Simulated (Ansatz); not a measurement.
`[OH][Hf]([Cl])([Cl])[Cl]` + silanol → `[SiH3][O][Hf]([Cl])([Cl])[Cl]` + H₂O  (ligand exchange at the Hf–O bond)

Gas-phase electronic energies from Ansatz, PBE0-D4/def2-TZVP geometries. CCSD(T)/CBS adds triple-zeta CCSD(T) − MP2 to the extrapolated MP2 energy (def2 sets, frozen cores). This one scheme is used for every species. Functionals use def2-TZVPP. Elements past krypton have def2 core potentials. For Hf outer-core shells are correlated without core-valence functions, which leaves a few kJ/mol of doubt a bond. Each species was taken in one conformer, which may not be the lowest.

```json
{"level": "revPBE-D4", "ΔE (kcal/mol)": "-6.1"}
{"level": "revPBE", "ΔE (kcal/mol)": "-5.0"}
```

(1) What does CCSD(T)/CBS give? (An estimate is asked.)

Largest T1 diagnostic among the species: 0.014.

Answers

(1) Computed: -7.2 kcal/mol. The listed levels differ from it by 1.1, 2.2 kcal/mol.

Leaving LDA and LC-ωPBE aside and taking each functional with its dispersion term where it has one, the values, not all of them listed here, spread over 1.6 kcal/mol, from BHLYP-D4 to ωB97M-V. LDA lies +0.8 kcal/mol from PBE without D4. The D4 term adds −1.4 kcal/mol with B3LYP and −0.9 kcal/mol with PBE0; it sums over pairs of atoms, weighted by their polarisabilities, and B3LYP, whose exchange is more repulsive, gets the larger term. In def2-TZVPP, CCSD(T) changes the Hartree–Fock value by −1.4 kcal/mol (the triples alone add −0.2 kcal/mol) and MP2 by −1.5 kcal/mol.

B3LYP here is the variant with VWN-RPA as its local correlation; programs differ in this.
